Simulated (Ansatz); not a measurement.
Ideal-gas functions of H3NbO3S (`[OH][Nb]([OH])([OH])=[S]`) at 500 K and 1 bar, from an Ansatz frequency run at PBE0-D4/def2-TZVP.

Molar mass 175.99 g/mol, point group C3v (symmetry number 3), electronic degeneracy 1, moments of inertia 171.388, 245.469, 245.477 u Å². Harmonic wavenumbers (cm⁻¹, unscaled): 171, 171, 206, 206, 213, 299, 310, 310, 502, 502, 520, 584, 719, 740, 740, 3919, 3919, 3924.

Use S(trans) = R[1.5 ln M + 2.5 ln T − 1.1517]; rotational temperatures θ = 24.2544 K / I; S(rot) = R[ln(√π/σ · √(T³/θAθBθC)) + 1.5]; for each mode x = 1.438777 ν̃/T, S = R[x/(eˣ − 1) − ln(1 − e⁻ˣ)] and H = RT x/(eˣ − 1); 1 cm⁻¹ = 0.0119627 kJ/mol; R = 8.31446 J/(mol·K).

Task: By hand: the entropy, in J/(mol·K).

Result: Translation 184.1. Rotation: θ = 0.1415, 0.0988, 0.0988 K, giving 113.0. Vibration, mode by mode: 14.29, 14.29, 12.78, 12.78, 12.51, 9.82, 9.53, 9.53, 5.94, 5.94, 5.70, 4.91, 3.61, 3.44, 3.44, 0.00, 0.00, 0.00, in all 128.5. Electronic 0.0. Sum 425.6 J/(mol·K).

Task: By hand: H − E and G − E in kJ/mol, counted from the electronic energy.

Result: Zero-point energy ½ × 17955 × 0.0119627 = 107.4; thermal vibration 34.0; translation, rotation and pV give 4 RT = 16.6. H − E = 158.0 kJ/mol, and G − E = 158.0 − 500 × 425.6/1000 = -54.8 kJ/mol.

Vibration gives 30 % of the entropy. The sum counts one conformer and one mirror image; others add a mixing term.
